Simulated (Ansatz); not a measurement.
The cluster Be₃O₃. The state is a singlet with charge 0. Geometry relaxed at r2SCAN-D4/def2-SVP.

Cartesian coordinates in Å:
```
Be 0.618 -0.617 0.949
Be 0.161 1.270 -0.156
Be -0.780 -0.653 -0.793
O -0.769 0.767 -1.180
O -0.201 -1.579 0.194
O 0.970 0.812 0.986
```

The structure comes from a short search, and lower isomers may exist.

(1) Estimate the harmonic wavenumbers at RKS r2SCAN-D4/def2-SVP (Ansatz, unscaled). Is this a minimum?

Results:

(1) 362, 363, 412, 412, 510, 646, 821, 822, 822, 1236, 1357, 1358 cm⁻¹. Yes, no mode is imaginary beyond noise. Zero-point energy 54.6 kJ/mol. Run time 21 s (4 threads of Intel Xeon Platinum 8488C on a shared host).
